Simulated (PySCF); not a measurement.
CH5BO3, SMILES O(B(O)O)C.

Geometry: B3LYP-D3(BJ)/def2-SVP. One conformer was computed; it need not be the lowest.

Method: r2SCAN/def2-TZVP run with PySCF.

Isolated molecule, no solvent.

Computed frontier levels, gap, dipole moment and polarisability:
| Quantity | Value |
|---|---|
| highest occupied level | -7.00 eV |
| lowest empty level | 0.11 eV |
| orbital gap | 7.11 eV |
| dipole moment | 0.562 e·Å |
| quadrupole, principal values (traceless, Buckingham form, about the centre of nuclear charge) | -9.83, -3.46, 13.29 D·Å |
| mean static polarisability | 37.8 bohr³ (5.60 Å³) |
| polarisability, principal values | 30.1, 37.1, 46.2 bohr³ |
